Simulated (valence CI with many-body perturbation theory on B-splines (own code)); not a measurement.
# E1 transitions of La⁵¹⁺

Computed by relativistic CI+MBPT: four valence electrons over a frozen Dirac-Fock core [He], radial functions for each j: 11 s, 11 p, 9 d, 7 f, 5 g, 2 h, 1 i, with the one-electron correlation potential Σ1, the two-electron term Σ2, the three-electron term Σ3, Breit, model QED; selected CI, second order for the rest (own B-spline code, finite nucleus).

No measured spectrum was set against this ion. As an estimate, large intervals hold to a few tenths of a per cent, small ones and those within an open d or f shell to about a per cent. Among the levels kept, up to 270 cm⁻¹ of a level comes from second order outside the variational space, and about a tenth of that is noise between levels of different J, which matters for small intervals.

Lines 101 to 150 of 281 in falling wavelength, among levels below 53760 × 10³ cm⁻¹, chosen from the strongest by gf and those to the six lowest levels. Wavelengths and rates use the calculated energies. Electric multipoles are in the length gauge, E1 and E2 with the static RPA response of the core. Weak lines are less certain than strong ones. Lines between different terms over intervals too small for the method are left out, as are lines whose strength nearly cancels. The highest levels of a list are the least certain.

Levels are named by their leading jj configuration (3d3/2^4 stands for four electrons in 3d with j = 3/2), which in mixed levels can hold well under half, so a name can repeat and another be missing. Letters in brackets count levels of one name in rising energy.

```tsv
λ vac (nm)	Upper	Lower	A (s⁻¹)	S (a.u.)
1.781	(2s 2p1/2 2p3/2^2) J=2 [b]	(2s^2 2p1/2 2p3/2) J=2	1.80e+12	2.50e-02
1.773	(2s 2p1/2 2p3/2^2) J=1 [b]	(2s^2 2p1/2 2p3/2) J=2	1.37e+12	1.13e-02
1.766	(2s 2p1/2 2p3/2^2) J=1 [a]	(2s^2 2p1/2 2p3/2) J=1	1.84e+12	1.50e-02
1.748	(2p1/2^2 2p3/2^2) J=0	(2s 2p1/2^2 2p3/2) J=1	2.07e+12	5.46e-03
1.740	(2s 2p1/2 2p3/2^2) J=2 [b]	(2s^2 2p1/2 2p3/2) J=1	1.15e+11	1.49e-03
1.730	(2s 2p3/2^3) J=1	(2s^2 2p3/2^2) J=2	1.95e+12	1.50e-02
1.706	(2p1/2^2 2p3/2^2) J=2	(2s 2p1/2^2 2p3/2) J=2	9.26e+11	1.14e-02
1.686	(2p1/2 2p3/2^3) J=2	(2s 2p1/2 2p3/2^2) J=3	5.41e+11	6.40e-03
0.2394	(2s 2p1/2^2 3s) J=1	(2s 2p1/2^2 2p3/2) J=1	6.23e+12	1.26e-04
0.2378	(2s 2p1/2^2 3s) J=0	(2s 2p1/2^2 2p3/2) J=1	5.87e+13	3.90e-04
0.2377	(2s^2 2p1/2 3p3/2) J=1	(2s 2p1/2^2 2p3/2) J=1	2.17e+12	4.32e-05
0.2369	(2s 2p1/2 2p3/2 3s) J=3	(2s 2p1/2 2p3/2^2) J=3	2.55e+13	1.17e-03
0.2365	(2s 2p1/2 2p3/2 3s) J=2 [a]	(2s 2p1/2 2p3/2^2) J=2 [a]	2.80e+13	9.14e-04
0.2365	(2s 2p1/2 2p3/2 3s) J=1 [b]	(2s 2p1/2 2p3/2^2) J=1 [a]	3.89e+13	7.61e-04
0.2364	(2s 2p1/2^2 3s) J=1	(2s 2p1/2^2 2p3/2) J=2	4.48e+13	8.77e-04
0.2359	(2s 2p1/2 2p3/2 3s) J=2 [b]	(2s 2p1/2 2p3/2^2) J=3	4.59e+13	1.49e-03
0.2358	(2s^2 2p1/2 3s) J=1	(2s^2 2p1/2 2p3/2) J=2	5.23e+13	1.02e-03
0.2356	(2s 2p1/2 2p3/2 3s) J=1 [a]	(2s 2p1/2 2p3/2^2) J=2 [a]	5.06e+13	9.79e-04
0.2353	(2s^2 2p3/2 3s) J=2	(2s^2 2p3/2^2) J=2	3.37e+13	1.08e-03
0.2352	(2s^2 2p1/2 3s) J=0	(2s^2 2p1/2 2p3/2) J=1	6.48e+13	4.16e-04
0.2351	(2s^2 2p1/2 3s) J=1	(2s^2 2p1/2 2p3/2) J=1	1.03e+13	1.98e-04
0.2351	(2s^2 2p3/2 3s) J=1	(2s^2 2p3/2^2) J=2	5.59e+13	1.07e-03
0.2348	(2s^2 2p1/2 3p3/2) J=1	(2s 2p1/2^2 2p3/2) J=2	1.08e+13	2.07e-04
0.2279	(2s 2p1/2^2 3d3/2) J=1	(2s 2p1/2^2 2p3/2) J=1	5.62e+13	9.85e-04
0.2274	(2s 2p1/2 2p3/2 3d5/2) J=2 [a]	(2s 2p1/2 2p3/2^2) J=1 [a]	5.66e+13	1.64e-03
0.2268	(2s 2p1/2 2p3/2 3d5/2) J=1 [a]	(2s 2p1/2 2p3/2^2) J=1 [a]	5.34e+13	9.24e-04
0.2264	(2s 2p1/2 2p3/2 3d5/2) J=3 [b]	(2s 2p1/2 2p3/2^2) J=2 [b]	1.80e+13	7.20e-04
0.2262	(2s 2p1/2 2p3/2 3d5/2) J=1 [b]	(2s 2p1/2 2p3/2^2) J=1 [b]	1.27e+14	2.17e-03
0.2262	(2s 2p1/2 2p3/2 3d3/2) J=3 [c]	(2s 2p1/2 2p3/2^2) J=2 [b]	2.01e+13	8.06e-04
0.2262	(2s 2p1/2 2p3/2 3d5/2) J=1 [a]	(2s 2p1/2 2p3/2^2) J=0	2.22e+14	3.81e-03
0.2261	(2s 2p1/2 2p3/2 3d3/2) J=1 [c]	(2s 2p1/2 2p3/2^2) J=1 [b]	8.28e+13	1.42e-03
0.2259	(2p1/2^2 2p3/2 3p1/2) J=1	(2s 2p1/2 2p3/2^2) J=1 [b]	1.07e+14	1.83e-03
0.2259	(2s 2p1/2 2p3/2 3d5/2) J=2 [b]	(2s 2p1/2 2p3/2^2) J=1 [b]	1.26e+14	3.58e-03
0.2258	(2s 2p1/2 2p3/2 3d5/2) J=0	(2s 2p1/2 2p3/2^2) J=1 [b]	5.01e+14	2.85e-03
0.2257	(2s 2p1/2 2p3/2 3d5/2) J=2 [b]	(2s 2p1/2 2p3/2^2) J=2 [b]	1.95e+14	5.53e-03
0.2256	(2s 2p1/2 2p3/2 3d3/2) J=2 [a]	(2s 2p1/2 2p3/2^2) J=2 [a]	3.83e+13	1.08e-03
0.2255	(2s 2p1/2 2p3/2 3d3/2) J=1 [a]	(2s 2p1/2 2p3/2^2) J=2 [a]	6.06e+13	1.03e-03
0.2255	(2s 2p1/2^2 3d5/2) J=2	(2s 2p1/2^2 2p3/2) J=1	4.31e+14	1.22e-02
0.2254	(2s 2p1/2^2 3p1/2) J=1	(2s^2 2p1/2 2p3/2) J=2	1.18e+12	2.00e-05
0.2254	(2s 2p1/2 2p3/2 3d3/2) J=3 [b]	(2s 2p1/2 2p3/2^2) J=3	2.29e+13	9.06e-04
0.2253	(2s 2p1/2 2p3/2 3d5/2) J=2 [b]	(2s 2p1/2 2p3/2^2) J=1 [a]	3.42e+13	9.64e-04
0.2253	(2s 2p1/2^2 3d3/2) J=1	(2s 2p1/2^2 2p3/2) J=2	1.45e+13	2.46e-04
0.2253	(2s 2p1/2 2p3/2 3d3/2) J=1 [d]	(2s 2p1/2 2p3/2^2) J=1 [b]	1.15e+14	1.95e-03
0.2252	(2s 2p1/2 2p3/2 3d3/2) J=2 [b]	(2s 2p1/2 2p3/2^2) J=3	5.88e+13	1.66e-03
0.2251	(2s^2 2p1/2 3d3/2) J=2	(2s^2 2p1/2 2p3/2) J=2	8.09e+13	2.28e-03
0.2251	(2s 2p1/2 2p3/2 3d3/2) J=1 [d]	(2s 2p1/2 2p3/2^2) J=2 [b]	8.58e+13	1.45e-03
0.2251	(2s 2p1/2^2 3d3/2) J=2	(2s 2p1/2^2 2p3/2) J=2	1.03e+14	2.91e-03
0.2250	(2s 2p1/2 2p3/2 3d5/2) J=1 [b]	(2s 2p1/2 2p3/2^2) J=0	8.89e+13	1.50e-03
0.2248	(2s 2p1/2^2 3p1/2) J=1	(2s^2 2p1/2 2p3/2) J=1	2.58e+12	4.34e-05
0.2247	(2s 2p1/2 2p3/2 3p1/2) J=2 [b]	(2s^2 2p3/2^2) J=2	3.00e+12	8.40e-05
```
